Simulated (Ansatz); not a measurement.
Ge₂H₆S, SMILES `[GeH3][S][GeH3]`, 9 atoms. Total charge 0; spin multiplicity 1. Correlated methods include outer-core shells of Ge, which these sets cover unevenly. Scalar relativity is left out up to krypton. All runs use 4 threads of a server CPU on a shared host. Correlated methods freeze the cores.

(1) Give the basis size and wall time and peak host memory of each of these runs in Ansatz. RHF-CCSD(T)/def2-TZVPP energy; RKS B3LYP-D4/def2-TZVPP energy and forces; RKS BHLYP-D4/def2-TZVPP energy; RHF-MP2/def2-QZVPP energy; RKS ωB97X-V/def2-TZVPP energy; RKS PBE0-D4/def2-SVP energy; RKS ωB97M-V/def2-QZVPP energy; RKS ωB97M-V/def2-SVP energy; RKS PBE0-D4/def2-TZVP frequencies; RKS revPBE-D4/def2-TZVPP energy; RHF-CCSD(T)/def2-SVP energy; direct RPA on PBE orbitals/def2-TZVPP energy. (An estimate is asked.)

## Answers

(1) The calculation gave: Other jobs shared the machine, so times are rough.

| level | job | functions | wall time | peak host memory (GiB) |
| --- | --- | --- | --- | --- |
| RKS PBE0-D4/def2-SVP | energy | 112 | 1.6 s | 0.26 |
| RKS revPBE-D4/def2-TZVPP | energy | 222 | 2.1 s | 0.3 |
| RKS BHLYP-D4/def2-TZVPP | energy | 222 | 3.6 s | 0.78 |
| direct RPA on PBE orbitals/def2-TZVPP | energy | 222 | 4.8 s | 0.47 |
| RKS B3LYP-D4/def2-TZVPP | energy and forces | 222 | 5 s | 0.74 |
| RKS ωB97M-V/def2-SVP | energy | 112 | 6 s | 0.39 |
| RHF-CCSD(T)/def2-SVP | energy | 112 | 7 s | 0.49 |
| RKS ωB97X-V/def2-TZVPP | energy | 222 | 9 s | 0.88 |
| RHF-MP2/def2-QZVPP | energy | 428 | 25 s | 2.3 |
| RKS ωB97M-V/def2-QZVPP | energy | 428 | 26 s | 2.2 |
| RKS PBE0-D4/def2-TZVP | frequencies | 169 | 2.2 min | 0.52 |
| RHF-CCSD(T)/def2-TZVPP | energy | 222 | 2.5 min | 3.3 |

B3LYP here is the variant with VWN-RPA as its local correlation; programs differ in this.
